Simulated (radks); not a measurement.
The numbers below are computed, except where a source is named.
Task: These are the eigenvalues of the occupied orbitals of an atom or ion with whole-number occupations (eV). Code: a radial shooting solver on a logarithmic mesh with Libxc functionals. Model: scalar-relativistic Kohn-Sham, r2SCAN, spin-unpolarised, spherical densities, finite nucleus; meta-GGA in the generalised Kohn-Sham scheme; Fermi nuclear charge, rms radius of each element as measured or else 0.836 A^(1/3) + 0.57 fm.

orbital  eigenvalue
1s        -20920.96
2s        -3003.994
2p        -2686.737
3s        -535.1290
3p        -429.9910
3d        -260.3476
4s         -83.0765
4p         -54.2953
4d         -14.1417
5s         -11.2558

Which element is it, and in what charge state? The configuration may be excited.

Result: Z = 43, technetium, charge +1: Tc+ in [Kr] 4d5 5s1. The list shows which subshells hold electrons but not how many an open one holds; the 1s level, -768.83 hartree, gives Z - s = 39.2 by -(Z - s)^2/2, which with screening and relativity narrows Z to a few neighbours, and the depths of the outer levels then fix element, charge and occupations together.
